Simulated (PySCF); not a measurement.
Two species compared at the same levels of theory.

First species: C6H16AlN.
SMILES with atom numbers: `[CH3:1][Al@@H-:2]1[CH2:3][CH2:4][CH2:5][N+:6]1([CH3:7])[CH3:8]` (hydrogens: H9, H10, H11 on C1; H12 on Al2; H13, H14 on C3; H15, H16 on C4; H17, H18 on C5; H19, H20, H21 on C7; H22, H23, H24 on C8)

Second species: C5H7NO.
Bonds: C1–C2 (triple), C2–C3, C3–O4 (double), C3–N5, N5–C6, N5–C7. Hydrogens: H8 on C1; H9, H10, H11 on C6; H12, H13, H14 on C7.

Levels: CAM-B3LYP/def2-SVPD for HOMO energy, LUMO energy, HOMO–LUMO gap and static isotropic polarisability; TDDFT CAM-B3LYP/def2-SVPD for lowest singlet excitation; TDA CAM-B3LYP/def2-SVPD for lowest triplet excitation (Tamm–Dancoff); ΔSCF CAM-B3LYP/def2-SVPD for vertical ionisation energy. Geometries: PBE0-D3(BJ)/def2-SVP. Each structure is a single optimised conformer of the isolated species, non-relativistic unless stated; the electronic structure was computed with PySCF and density fitting.

The conformers computed, where there is a choice (atom-mapped SMILES and torsion angles):
- `[CH:1]#[C:2][C:3](=[O:4])[N:5]([CH3:6])[CH3:7]`: C2–C3–N5–C6 0°

The conformers of `[CH3][Al@@H-]1[CH2]CC[N+]1(C)C` aren't listed.

| property | column X | column Y |
| --- | --- | --- |
| HOMO energy | -8.63 eV | -7.98 eV |
| LUMO energy | 0.15 eV | 0.90 eV |
| HOMO–LUMO gap | 8.78 eV | 8.88 eV |
| lowest singlet excitation | 4.95 eV | 6.41 eV |
| lowest triplet excitation (Tamm–Dancoff) | 4.34 eV | 6.24 eV |
| static isotropic polarisability | 72.0 au | 106.5 au |
| vertical ionisation energy | 9.28 eV | 8.63 eV |

(1) Which column belongs to which species?

(2) How does each property change from the first species to the second?

## Answers

(1) Column X is the second species and column Y the first. The first has 24 atoms and 72 electrons, the second 14 and 52.

(2) HOMO energy -0.65 eV; LUMO energy -0.75 eV; HOMO–LUMO gap -0.10 eV; lowest singlet excitation -1.46 eV; lowest triplet excitation (Tamm–Dancoff) -1.90 eV; static isotropic polarisability -34.5 au; vertical ionisation energy +0.65 eV.

On the first: The polarisability is 15.78 Å³ as a volume (1 au = 0.148185 Å³), or 1.48 au for each of the 72 electrons. The ΔSCF ionisation energy exceeds −ε(HOMO) by 0.65 eV with CAM-B3LYP.

On the second: S1 lies 3.83 eV below the HOMO–LUMO gap; its leading configuration is HOMO−1→LUMO, weight 0.96. The ΔSCF ionisation energy exceeds −ε(HOMO) by 0.65 eV with CAM-B3LYP.
